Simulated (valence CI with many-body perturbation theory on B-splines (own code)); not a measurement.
**Sn XLIII: E2, M1, M2 decay**

Level of theory: relativistic CI+MBPT: six valence electrons over a frozen Dirac-Fock core [He], radial functions for each j: 9 s, 9 p, 8 d, 6 f, 3 g, 1 h, with the one-electron correlation potential Σ1, the two-electron term Σ2, the three-electron term Σ3, Breit, model QED; selected CI, second order for the rest, scaled by the run's own slope (own B-spline code, finite nucleus).

No measured spectrum was set against this ion. As an estimate, large intervals hold to a few tenths of a per cent, small ones and those within an open d or f shell to about a per cent. Among the levels kept, up to 2200 cm⁻¹ of a level comes from second order outside the variational space, and about a tenth of that is noise between levels of different J, which matters for small intervals.

Lines 1 to 50 of 54 in falling wavelength, among levels below 34405 × 10³ cm⁻¹, chosen from the decays that carry over 1 % of a level's rate. Wavelengths and rates use the calculated energies. Electric multipoles are in the length gauge with retardation, E1 and E2 with the static RPA response of the core. M1 uses the relativistic operator with retardation. Weak lines are less certain than strong ones. Lines between different terms over intervals too small for the method are left out, as are lines whose strength nearly cancels.

Levels are named by their leading jj configuration (3d3/2^4 stands for four electrons in 3d with j = 3/2), which in mixed levels can hold well under half, so a name can repeat and another be missing. Letters in brackets count levels of one name in rising energy.

```tsv
λ vac (Å)	Upper	Lower	Type	A (s⁻¹)	Branch %
366.4	(2s^2 2p1/2^2 2p3/2^2) J=0	(2s^2 2p1/2^2 2p3/2^2) J=2	E2	2.37e+01	100.0
61.29	(2s^2 2p1/2 2p3/2^3) J=1	(2s^2 2p1/2^2 2p3/2^2) J=0	M1	3.04e+07	21.7
52.51	(2s^2 2p1/2 2p3/2^3) J=1	(2s^2 2p1/2^2 2p3/2^2) J=2	M1	1.10e+08	78.2
49.20	(2s^2 2p1/2 2p3/2^3) J=2	(2s^2 2p1/2^2 2p3/2^2) J=2	M1	6.85e+07	99.7
46.89	(2s^2 2p3/2^4) J=0	(2s^2 2p1/2 2p3/2^3) J=1	M1	3.13e+08	99.8
3.513	(2s^2 2p1/2^2 2p3/2 3d5/2) J=4	(2s 2p1/2^2 2p3/2^3) J=2	E2	3.31e+08	1.5
3.258	(2s^2 2p1/2^2 2p3/2 3p1/2) J=2	(2s^2 2p1/2^2 2p3/2^2) J=0	E2	3.58e+10	15.4
3.256	(2s^2 2p1/2 2p3/2^2 3p1/2) J=1 [a]	(2s^2 2p1/2 2p3/2^3) J=2	E2	2.31e+10	23.1
3.250	(2s^2 2p1/2 2p3/2^2 3p1/2) J=2 [a]	(2s^2 2p1/2 2p3/2^3) J=2	E2	2.88e+09	2.4
3.243	(2s^2 2p1/2 2p3/2^2 3p1/2) J=1 [a]	(2s^2 2p1/2 2p3/2^3) J=1	E2	2.21e+10	22.1
3.238	(2s^2 2p1/2 2p3/2^2 3p1/2) J=3	(2s^2 2p1/2 2p3/2^3) J=2	E2	1.22e+11	70.2
3.237	(2s^2 2p1/2 2p3/2^2 3p1/2) J=2 [a]	(2s^2 2p1/2 2p3/2^3) J=1	E2	1.02e+11	83.2
3.231	(2s^2 2p1/2^2 2p3/2 3p1/2) J=1	(2s^2 2p1/2^2 2p3/2^2) J=2	E2	1.10e+11	62.4
3.229	(2s^2 2p1/2^2 2p3/2 3p1/2) J=2	(2s^2 2p1/2^2 2p3/2^2) J=2	E2	1.43e+11	61.8
3.225	(2s^2 2p1/2 2p3/2^2 3p1/2) J=3	(2s^2 2p1/2 2p3/2^3) J=1	E2	2.00e+10	11.6
3.221	(2s^2 2p1/2 2p3/2^2 3p1/2) J=2 [b]	(2s^2 2p1/2 2p3/2^3) J=2	E2	6.43e+10	8.9
3.217	(2s^2 2p1/2 2p3/2^2 3p1/2) J=1 [b]	(2s^2 2p1/2 2p3/2^3) J=2	E2	6.35e+10	25.7
3.207	(2s^2 2p1/2 2p3/2^2 3p1/2) J=2 [b]	(2s^2 2p1/2 2p3/2^3) J=1	E2	9.08e+09	1.3
3.203	(2s^2 2p1/2 2p3/2^2 3p1/2) J=1 [b]	(2s^2 2p1/2 2p3/2^3) J=1	E2	6.75e+10	27.3
3.200	(2s^2 2p1/2 2p3/2^2 3p3/2) J=0	(2s^2 2p1/2 2p3/2^3) J=2	E2	1.09e+11	26.4
3.199	(2s^2 2p1/2 2p3/2^2 3p3/2) J=3 [a]	(2s^2 2p1/2 2p3/2^3) J=2	E2	1.30e+10	4.3
3.198	(2s^2 2p1/2 2p3/2^2 3p3/2) J=2 [a]	(2s^2 2p1/2 2p3/2^3) J=2	E2	9.08e+09	2.4
3.190	(2s^2 2p1/2 2p3/2^2 3p1/2) J=0	(2s^2 2p1/2 2p3/2^3) J=2	E2	2.78e+10	6.4
3.189	(2s^2 2p1/2^2 2p3/2 3p3/2) J=2	(2s^2 2p1/2^2 2p3/2^2) J=0	E2	4.63e+10	23.4
3.186	(2s^2 2p1/2 2p3/2^2 3p3/2) J=3 [a]	(2s^2 2p1/2 2p3/2^3) J=1	E2	2.30e+10	7.5
3.185	(2s^2 2p1/2 2p3/2^2 3p3/2) J=2 [a]	(2s^2 2p1/2 2p3/2^3) J=1	E2	4.43e+10	11.7
3.184	(2s^2 2p1/2 2p3/2^2 3p3/2) J=3 [b]	(2s^2 2p1/2 2p3/2^3) J=2	E2	3.61e+10	13.2
3.182	(2s^2 2p1/2 2p3/2^2 3p3/2) J=4	(2s^2 2p1/2 2p3/2^3) J=2	E2	3.60e+10	17.8
3.175	(2s^2 2p1/2^2 2p3/2 3p3/2) J=3	(2s^2 2p1/2^2 2p3/2^2) J=2	E2	7.63e+10	40.5
3.175	(2s^2 2p1/2^2 2p3/2 3p3/2) J=1	(2s^2 2p1/2^2 2p3/2^2) J=2	E2	8.48e+10	35.2
3.174	(2s^2 2p1/2 2p3/2^2 3p3/2) J=1 [a]	(2s^2 2p1/2 2p3/2^3) J=1	E2	2.67e+10	11.3
3.171	(2s^2 2p1/2 2p3/2^2 3p3/2) J=3 [b]	(2s^2 2p1/2 2p3/2^3) J=1	E2	1.55e+10	5.7
3.170	(2s^2 2p1/2 2p3/2^2 3p3/2) J=1 [b]	(2s^2 2p1/2 2p3/2^3) J=2	E2	7.83e+10	5.6
3.162	(2s^2 2p1/2 2p3/2^2 3p3/2) J=2 [b]	(2s^2 2p1/2 2p3/2^3) J=2	E2	1.08e+11	6.1
3.157	(2s^2 2p1/2 2p3/2^2 3p3/2) J=1 [b]	(2s^2 2p1/2 2p3/2^3) J=1	E2	4.50e+10	3.2
3.149	(2s^2 2p1/2 2p3/2^2 3p3/2) J=2 [b]	(2s^2 2p1/2 2p3/2^3) J=1	E2	3.60e+10	2.0
3.149	(2s^2 2p1/2^2 2p3/2 3p3/2) J=0	(2s^2 2p1/2^2 2p3/2^2) J=2	E2	2.31e+11	31.4
3.122	(2s^2 2p1/2 2p3/2^2 3d5/2) J=4 [a]	(2s^2 2p1/2 2p3/2^3) J=2	M2	4.04e+08	1.9
3.107	(2s^2 2p1/2 2p3/2^2 3d5/2) J=4 [b]	(2s^2 2p1/2 2p3/2^3) J=2	M2	3.81e+09	16.1
3.099	(2s^2 2p1/2^2 2p3/2 3d5/2) J=4	(2s^2 2p1/2^2 2p3/2^2) J=2	M2	2.47e+09	11.4
3.005	(2s^2 2p1/2 2p3/2^2 3p3/2) J=0	(2s^2 2p1/2^2 2p3/2^2) J=2	E2	4.79e+10	11.6
3.004	(2s^2 2p1/2 2p3/2^2 3p3/2) J=3 [a]	(2s^2 2p1/2^2 2p3/2^2) J=2	E2	3.67e+10	12.0
3.003	(2s^2 2p1/2 2p3/2^2 3p3/2) J=2 [a]	(2s^2 2p1/2^2 2p3/2^2) J=2	E2	3.80e+10	10.0
2.996	(2s^2 2p1/2 2p3/2^2 3p1/2) J=0	(2s^2 2p1/2^2 2p3/2^2) J=2	E2	2.76e+10	6.3
2.995	(2s^2 2p1/2 2p3/2^2 3p3/2) J=2 [b]	(2s^2 2p1/2^2 2p3/2^2) J=0	E2	2.01e+10	1.1
2.993	(2s^2 2p1/2 2p3/2^2 3p3/2) J=1 [a]	(2s^2 2p1/2^2 2p3/2^2) J=2	E2	6.02e+10	25.5
2.990	(2s^2 2p1/2 2p3/2^2 3p3/2) J=3 [b]	(2s^2 2p1/2^2 2p3/2^2) J=2	E2	5.72e+10	21.0
2.989	(2s^2 2p1/2 2p3/2^2 3p3/2) J=4	(2s^2 2p1/2^2 2p3/2^2) J=2	E2	1.00e+11	49.7
2.987	(2s^2 2p1/2 2p3/2^2 3p3/2) J=2 [c]	(2s^2 2p1/2^2 2p3/2^2) J=0	E2	7.32e+10	5.4
2.978	(2s^2 2p1/2 2p3/2^2 3p3/2) J=1 [b]	(2s^2 2p1/2^2 2p3/2^2) J=2	E2	2.36e+10	1.7
```
